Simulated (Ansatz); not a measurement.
Calculated with Ansatz (gas phase, PBE0-D4/def2-TZVP geometries, no zero-point term in ΔE). CBS: MP2 limit from def2 TZ/QZ plus the TZ coupled-cluster correction, frozen cores. For Ge outer-core shells are correlated without core-valence functions, which leaves a few kJ/mol of doubt a bond. Scalar relativity is left out up to krypton. Each species was taken in one conformer, which may not be the lowest.

`[OH][GeH2][SiH](O)O` + `C[SiH](O)O` → `C[SiH](O)O[SiH](O)O` + `[OH][GeH3]`  (cleavage of the Si–Ge bond)

| species | CCSD(T)/CBS(def2) energy (Eh) |
| --- | --- |
| `[OH][GeH2][SiH](O)O` | -2594.44795 |
| `C[SiH](O)O` | -481.21022 |
| `C[SiH](O)O[SiH](O)O` | -922.01264 |
| `[OH][GeH3]` | -2153.69723 |

Work out ΔE.

ΔE = (-922.01264) + (-2153.69723) − (-2594.44795) − (-481.21022) = -0.05170 Eh = -1.41 eV.

Largest T1 diagnostic among the species: 0.012.

From PBE to PBE0 (25 % exact exchange), in def2-TZVPP and without D4, ΔE moves by −0.13 eV. In def2-TZVPP, CCSD(T) changes the Hartree–Fock value by +0.27 eV (the triples alone add +0.04 eV) and MP2 by +0.25 eV.
